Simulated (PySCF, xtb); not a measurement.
C2H6Si, SMILES [SiH2]1CC1.

GFN2-xTB (xtb) at its own geometry gives an orbital gap of 3.96 eV and a dipole moment of 0.72 D.

The structure is a stationary point at B3LYP-D3(BJ)/def2-TZVP.

### Question
What does PBE/def2-TZVPD run with PySCF give? (Estimate from the structure and the level; the computed values follow.)

### Answer
gap 5.19 eV (levels -5.84 and -0.65 eV), dipole 0.20 D.
